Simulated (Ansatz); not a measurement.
Start from `C=C(O)NC` and change one atom or group to get `C=C(O)BF`.

Ansatz, PBE0-D4/def2-TZVP geometries, multiplicity 1. Each molecule was computed in one conformer, which needn't be the lowest.

| property | `C=C(O)NC` |
| --- | --- |
| HOMO energy (B3LYP/def2-TZVPP) / eV | -5.53 |
| HOMO–LUMO gap (PBE0/def2-TZVPP) / eV | 6.84 |
| HOMO–LUMO gap (B3LYP/def2-TZVPP) / eV | 6.27 |
| HOMO energy (PBE/def2-TZVPP) / eV | -4.56 |
| LUMO energy (PBE/def2-TZVPP) / eV | 0.24 |
| HOMO–LUMO gap (PBE/def2-TZVPP) / eV | 4.80 |

Give the same properties after the change, and the shifts. (Estimate.)

Computed: 
```tsv
property	`C=C(O)BF`	shift
HOMO energy (B3LYP/def2-TZVPP) / eV	-7.12	-1.59
HOMO–LUMO gap (PBE0/def2-TZVPP) / eV	5.83	-1.01
HOMO–LUMO gap (B3LYP/def2-TZVPP) / eV	5.39	-0.88
HOMO energy (PBE/def2-TZVPP) / eV	-6.14	-1.58
LUMO energy (PBE/def2-TZVPP) / eV	-2.45	-2.69
HOMO–LUMO gap (PBE/def2-TZVPP) / eV	3.69	-1.11
```

With PBE0 the HOMO falls by 1.60 eV and the LUMO falls by 2.62 eV, so the gap narrows by about 1.02 eV. PBE moves the HOMO by -1.58 eV and ωB97M-V by -1.59 eV. The zero-point energy changes by -103.4 kJ/mol with -9 modes.

B3LYP here is the variant with VWN-RPA as its local correlation; programs differ in this.
